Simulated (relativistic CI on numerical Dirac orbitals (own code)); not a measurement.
# Level scheme of Hg63+

Computed by Dirac-Coulomb-Breit CI, separate exchange-only KLI orbitals for each configuration, QED by a radiative potential, unscaled Slater integrals (own radial code, finite nucleus).

CI space (outside the closed core [Ne]): 3s2 3p5, 3s2 3p4 3d, 3s 3p6, 3s 3p5 3d, 3s 3p4 3d2, 3p6 3d, 3s2 3p3 3d 4p, 3s2 3p4 4s, 3s 3p4 3d 4s, 3p6 4s, 3p6 4p, 3s2 3p4 4p, 3s2 3p3 3d2, 3s2 3p2 3d3, 3s 3p3 3d3, 3s2 3p2 3d2 4s, 3s2 3p2 3d2 4p. Double excitations out of closed p, d and f shells are left out; levels of such configurations are missing from the list, as are those of other unlisted configurations, and high levels can miss mixing partners.

The lowest level is 3s2 3p5 2P°_3/2, with 99 % of that term; Hund's rules for 3s2 3p5 give 2P° with J = 3/2, in agreement.

| No. | Configuration | Term | J | E (10³ cm⁻¹) | % | Lifetime (s) |
| --- | --- | --- | --- | --- | --- | --- |
| 1 | 3s2 3p5 | 2P° | 3/2 | 0.0 | 99 |  |
| 2 | 3p4(3P) 3d | 4D | 3/2 | 2104.9 | 35 | 2.92e-10 |
| 3 | 3p4(3P) 3d | 4D | 5/2 | 2164.0 | 36 | 1.51e-10 |
| 4 | 3p4(3P) 3d | 4P | 1/2 | 2170.7 | 51 | 3.73e-11 |
| 5 | 3p4(3P) 3d | 2F | 7/2 | 2190.4 | 36 | 6.34e-03 |
| 6 | 3p4(1S) 3d | 2D | 3/2 | 2367.4 | 63 | 3.06e-10 |
| 7 | 3p4(1D) 3d | 2F | 7/2 | 3036.7 | 48 | 1.32e-07 |
| 8 | 3p4(3P) 3d | 4F | 9/2 | 3054.7 | 68 | 1.41e-07 |
| 9 | 3p4(3P) 3d | 2P | 1/2 | 3124.1 | 60 | 7.07e-12 |
| 10 | 3p4(1S) 3d | 2D | 5/2 | 3316.2 | 55 | 4.30e-09 |
| 11 | 3p4(3P) 3d | 2P | 3/2 | 3376.2 | 41 | 1.36e-12 |
| 12 | 3p4(3P) 3d | 2D | 5/2 | 3413.1 | 58 | 9.81e-13 |
| 13 | 3s2 3p5 | 2P° | 1/2 | 4096.1 | 99 | 5.71e-10 |
| 14 | 3p3(2P°) 3d2(3F) | 4F° | 3/2 | 4346.7 | 28 | 4.55e-11 |
| 15 | 3p3(2P°) 3d2(3F) | 4F° | 5/2 | 4404.9 | 24 | 3.50e-11 |
| 16 | 3p3(2P°) 3d2(3F) | 4D° | 1/2 | 4409.6 | 47 | 1.93e-11 |
| 17 | 3p3(2P°) 3d2(3F) | 2G° | 7/2 | 4419.4 | 25 | 7.99e-11 |
| 18 | 3p3(2P°) 3d2(1S) | 2P° | 3/2 | 4637.8 | 21 | 3.86e-11 |
| 19 | 3p3(2P°) 3d2(3F) | 4G° | 9/2 | 5254.6 | 33 | 6.80e-11 |
| 20 | 3s2 3p3 3d2 | 2F° | 7/2 | 5295.7 | 22 | 1.54e-11 |
| 21 | 3p3(2P°) 3d2(3F) | 4D° | 3/2 | 5386.4 | 34 | 3.37e-12 |
| 22 | 3p3(2D°) 3d2(3P) | 4P° | 1/2 | 5389.1 | 44 | 3.91e-12 |
| 23 | 3p3(2P°) 3d2(3F) | 2F° | 5/2 | 5395.2 | 26 | 2.77e-12 |
| 24 | 3p3(2P°) 3d2(3P) | 4D° | 5/2 | 5401.4 | 26 | 3.76e-11 |
| 25 | 3p3(2P°) 3d2(1G) | 2H° | 11/2 | 5412.7 | 38 | 2.20e-10 |
| 26 | 3s2 3p3 3d2 | 2F° | 7/2 | 5451.9 | 29 | 4.20e-12 |
| 27 | 3p3(2P°) 3d2(3F) | 2G° | 7/2 | 5562.3 | 22 | 1.23e-12 |
| 28 | 3p3(2P°) 3d2(3P) | 2D° | 5/2 | 5568.7 | 27 | 1.29e-12 |
| 29 | 3p3(2P°) 3d2(3P) | 2P° | 3/2 | 5597.6 | 24 | 1.26e-12 |
| 30 | 3p3(2P°) 3d2(1G) | 2G° | 9/2 | 5632.3 | 38 | 1.03e-12 |

Energies count from the lowest computed level; ° marks odd parity; lifetimes are radiative, by E1, M1, E2, M2, E3 decay to levels of this space only. Percentages are summed over parent terms; the parents shown are those of the largest component, closed shells are left out there.

The mean weight of the leading LS term, summed over parents, in these 30 levels is 42 %, and that of the leading jj configuration (from the same eigenvectors) 98 %, so jj coupling describes them better and the LS labels are nominal.

At this charge energies of transitions that change n are usually good to better than 1 %, and those within a shell (Δn = 0) to a few per cent.

LS names give the leading component of a level, which can be under half, so a name can repeat, a term be missing and a line seem to break the LS rules.
